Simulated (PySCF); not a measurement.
Shifts of the heteroatoms

Cartesian coordinates in Å; atom numbers follow the order of the lines, from 1:
```xyz
20

C     2.963    0.042   -0.331
C     1.590   -0.471    0.035
O     1.394   -1.495    0.637
O     0.656    0.372   -0.395
C    -0.756    0.133   -0.155
C    -1.453    1.330   -0.802
C    -1.034    0.099    1.347
C    -1.190   -1.169   -0.826
H     3.557   -0.774   -0.734
H     3.451    0.400    0.573
H     2.886    0.852   -1.049
H    -2.530    1.232   -0.699
H    -1.201    1.383   -1.858
H    -1.133    2.252   -0.324
H    -0.542   -0.755    1.804
H    -2.104    0.024    1.520
H    -0.666    1.010    1.816
H    -0.688   -2.016   -0.367
H    -2.264   -1.294   -0.719
H    -0.941   -1.144   -1.885
```

PySCF 2.14 calculation with coordinates at the GFN2-xTB level and PBE0/pcSseg-1 with gauge-including orbitals; rapidly exchanging positions averaged, non-relativistic Hamiltonian, isolated molecule, a single conformation.

Question: Where does $^{17}$O resonate?

Answer: 
```tsv
atoms	environment	σ (ppm)	δ (ppm)
O3	ester carbonyl oxygen	-107.0	364.2
O4	ester alkoxy oxygen	82.9	191.2
```

Shieldings were converted by a linear fit to measured shifts: $^{17}$O (scatter 10.7 ppm rms, 12.2 ppm with the 3 outliers that the fit left out vs liquid water, solution or neat liquid). A few per cent of atoms miss by over 2 rms, more outside the fitted compound classes.

On a 400 MHz spectrometer $^{17}$O resonates near 54.2 MHz, so 1 ppm is 54.2 Hz.
